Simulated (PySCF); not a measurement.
`C(C)[O][GeH2][AsH2]`, C$_{2}$H$_{9}$AsGeO

Molfile (atoms numbered from 1):
```
C2H9AsGeO
     RDKit          3D

 14 13  0  0  0  0  0  0  0  0999 V2000
   -2.6853    0.7410    0.0141 C   0  0  0  0  0  0  0  0  0  0  0  0
   -1.5278   -0.2085    0.2206 C   0  0  0  0  0  0  0  0  0  0  0  0
   -0.3964    0.2978   -0.4439 O   0  0  0  0  0  0  0  0  0  0  0  0
    1.1257   -0.6356   -0.4416 Ge  0  0  0  0  0  4  0  0  0  0  0  0
    2.6015    0.7035   -1.7957 As  0  0  0  0  0  3  0  0  0  0  0  0
   -3.5880    0.3787    0.5289 H   0  0  0  0  0  0  0  0  0  0  0  0
   -2.4338    1.7383    0.4046 H   0  0  0  0  0  0  0  0  0  0  0  0
   -2.9084    0.8428   -1.0584 H   0  0  0  0  0  0  0  0  0  0  0  0
   -1.7947   -1.2147   -0.1634 H   0  0  0  0  0  0  0  0  0  0  0  0
   -1.3276   -0.3284    1.3054 H   0  0  0  0  0  0  0  0  0  0  0  0
    1.5763   -0.8384    1.0243 H   0  0  0  0  0  0  0  0  0  0  0  0
    0.8666   -2.0106   -1.1024 H   0  0  0  0  0  0  0  0  0  0  0  0
    2.9325    1.6199   -0.6225 H   0  0  0  0  0  0  0  0  0  0  0  0
    3.7771   -0.2178   -1.4721 H   0  0  0  0  0  0  0  0  0  0  0  0
  1  2  1  0
  2  3  1  0
  3  4  1  0
  4  5  1  0
  1  6  1  0
  1  7  1  0
  1  8  1  0
  2  9  1  0
  2 10  1  0
  4 11  1  0
  4 12  1  0
  5 13  1  0
  5 14  1  0
M  END
```

Computed with GIAO LDA/pcSseg-1 magnetisability, rotational g tensor and spin-rotation constants, non-relativistic, gas phase (PySCF). Geometry: PBE0-D3(BJ)/def2-SVP.

The calculation is non-relativistic, which matters for the atoms heavier than Zn.

Give the nuclear spin-rotation constants along the inertial axes (H = +C I·J) beside the isotropic shieldings.

Rotational constants 4.4585, 0.7953, 0.6910 GHz. A star marks the isotopologue with that one atom substituted, in its own axes.
```tsv
atom	isotope	Caa (kHz)	Cbb (kHz)	Ccc (kHz)	mean (kHz)	σ (ppm)
As5	75As	4.483	0.815	0.782	2.027	1868.3
H6	1H	0.079	-0.079	-0.079	-0.026	29.9
H7	1H	-0.462	-0.046	-0.016	-0.175	29.5
H8	1H	-0.455	-0.047	-0.016	-0.173	29.4
H9	1H	-0.415	-0.041	0.004	-0.151	27.0
H10	1H	-0.408	-0.041	0.004	-0.148	26.9
H11	1H	-0.323	-0.029	0.004	-0.116	24.4
H12	1H	-0.326	-0.041	0.008	-0.119	24.9
H13	1H	-0.442	-0.078	0.010	-0.170	28.3
H14	1H	-0.264	-0.021	-0.075	-0.120	28.8
C1	13C*	0.630	0.112	0.121	0.288	160.7
C2	13C*	0.766	0.200	0.185	0.384	109.1
O3	17O*	-0.520	-0.061	-0.062	-0.214	281.8
Ge4	73Ge*	-1.335	-0.251	-0.260	-0.615	1207.9
```
For the geometry as given, no vibrational averaging.
